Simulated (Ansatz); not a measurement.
Basis sets compared for SiBrCl3. The state is a singlet with charge 0. Geometry r2SCAN-D4/def2-SVP. Ansatz on 4 threads of Arm Neoverse V1 on a shared host; times are rough, and most runs start from earlier orbitals.

```csv
atom,x (Å),y (Å),z (Å)
Si1,-0.007,0.020,-0.014
Br2,0.618,-1.702,1.203
Cl3,-2.047,0.109,-0.088
Cl4,0.726,-0.172,-1.912
Cl5,0.710,1.746,0.811
```

Binding counts from free atoms (Si triplet, Br doublet, Cl doublet) in the same basis, without a counterpoise term.

| level | functions | energy (Eh) | HOMO (eV) | LUMO (eV) | binding per atom (eV) | wall time |
| --- | --- | --- | --- | --- | --- | --- |
| PBE-D4/def2-SVP | 104 | -4242.5205 | -7.59 | -1.82 | 3.25 | 1 s |
| PBE0-D4/def2-SVP | 104 | -4242.7522 | -9.02 | -0.92 | 3.19 | 1.4 s |

(1) Estimate the rows for PBE-D4/def2-TZVP, PBE0-D4/def2-TZVP.

Results:

(1) 
| level | functions | energy (Eh) | HOMO (eV) | LUMO (eV) | binding per atom (eV) | wall time |
| --- | --- | --- | --- | --- | --- | --- |
| PBE-D4/def2-TZVP | 196 | -4243.4232 | -7.74 | -2.12 | 3.29 | 2 s |
| PBE0-D4/def2-TZVP | 196 | -4243.6490 | -9.09 | -1.17 | 3.24 | 3.9 s |
